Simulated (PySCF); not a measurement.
Checking a proposed structure

A compound C₆H₁₀Si gives the data below (simulated from a calculation) and was assigned the structure `C=C(C)C#CC[SiH3]`.

¹³C{¹H} NMR (computed): δ 144.6 (CH), 119.3 (CH2), 114.7 (C), 81.8 (C), 25.4 (CH2), 6.1 (CH3).

¹H NMR (400 MHz, computed): δ 6.45 (m, 1H), 5.30 (m, 1H), 5.20 (m, 1H), 4.39 (t, 2H), 2.11 (s, 3H), 1.80 (m, 2H).

Calculated, not measured (PySCF 2.14.0 with density-fitted response routines): shielding tensors at PBE0/pcSseg-1 (GIAO), structure optimised with GFN2-xTB. Rapidly exchanging positions averaged, one computed conformer, non-relativistic, no solvent.

Scale: TMS for ¹H (σ = 31.72 ppm), ¹³C (σ = 186.93 ppm) (reference shieldings calculated alike).

(1) Compare with the shifts computed for the proposed structure, pairing carbons in order of shift.

(2) Which isomer fits?

Answers

(1) Structure with atom numbers: `[CH2:1]=[C:2]([CH3:3])[C:4]#[C:5][CH2:6][SiH3:7]` (H(Xn): hydrogen on atom n).

```tsv
atom	computed for proposal	given list	difference
C2	135.2	144.6	-9.4
C1	127.4	119.3	+8.1
C5	97.1	114.7	-17.6
C4	87.4	81.8	+5.6
C3	27.2	25.4	+1.8
C6	1.2	6.1	-4.9
```

The rms difference is 9.3 ppm and the largest -17.6 ppm at C5 (alkyne carbon). The carbon types in order of shift don't match either: C, CH2, C, C, CH3, CH2 for the proposal against CH, CH2, C, C, CH2, CH3 in the data. The proposal doesn't fit.

(2) `InChI=1S/C6H10Si/c1-3-5-7-6-4-2/h3H,1,5,7H2,2H3`.

1. Carbon types of the structure: 2 × C, 1 × CH, 2 × CH2, 1 × CH3, leaving 2 H on heteroatoms.
2. δC 144.6: alkene CH; the olefinic region.
3. δC 119.3: terminal =CH2 carbon; as expected for a trigonal carbon in a double bond.
4. δC 114.7, 81.8: alkyne carbon.
5. δH 6.45: hydrogen on an alkene CH; attached to an sp2 carbon and in the plane of the double bond.

Other isomers checked: C=C(C)[SiH2]C1C=C1 (rms 17.3 ppm); C=C[C@@H]1[SiH2][C@H]1C=C (rms 19.6 ppm).

The shifts were computed for this structure.

Shifts are as computed. Against solution values, carbons near 30 ppm lie about +3 ppm off and those near 130 ppm about +5 ppm. Of 1211 compounds with measured shifts, 218 miss one by over three times the rms of a fit or turn the order of signals round; such compounds aren't used in these exercises. Multiplicities follow the n + 1 count of equivalent neighbours, as no J values were calculated; m marks all less simple cases, F and P coupling included.
